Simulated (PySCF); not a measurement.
# How methods differ on the ionisation energy of Rb²⁸⁺

Rb²⁸⁺ [He] 2s2 2p5 (2P) → Rb²⁹⁺ [He] 2s2 2p4 (3P), as a difference of total energies. All numbers are calculated (PySCF 2.14, the spin-free X2C one-electron Hamiltonian (Gaussian nucleus), in an uncontracted even-tempered set (20 s from 8.1 bohr⁻², ratio 2.2; 12 p from 11 bohr⁻², ratio 2.2; 6 d from 49 bohr⁻², ratio 2.4; 5 f from 73 bohr⁻², ratio 2.4; 4 g from 110 bohr⁻², ratio 2.4)). Correlated levels: nothing frozen; virtual orbitals above 40 to 60 times the deepest correlated orbital energy dropped. The calculations carry no spin-orbit coupling.

```json
{"method": "UHF", "ionisation energy (eV)": "3295.3"}
{"method": "LDA", "ionisation energy (eV)": "3294.4"}
{"method": "PBE", "ionisation energy (eV)": "3295.7"}
{"method": "PBE0", "ionisation energy (eV)": "3296.1"}
{"method": "r2SCAN", "ionisation energy (eV)": "3298.1"}
{"method": "M06-2X", "ionisation energy (eV)": "3296.6"}
{"method": "BHandHLYP", "ionisation energy (eV)": "3296.7"}
{"method": "MP2 (all electrons)", "ionisation energy (eV)": "3296.9"}
{"method": "SCS-MP2 (all electrons)", "ionisation energy (eV)": "3296.9"}
```

Spin-orbit coupling is strong in these open shells (close to jj coupling). The scalar numbers leave it out and a first-order estimate fails, so it can dominate the gap to the real levels.

For this ion Breit and QED terms and the two-electron picture change, all absent here, outweigh the differences among the correlated methods.

For comparison: 3281 ± 6 eV (semi-empirical (NIST evaluation); NIST Atomic Spectra Database, ionization energies).
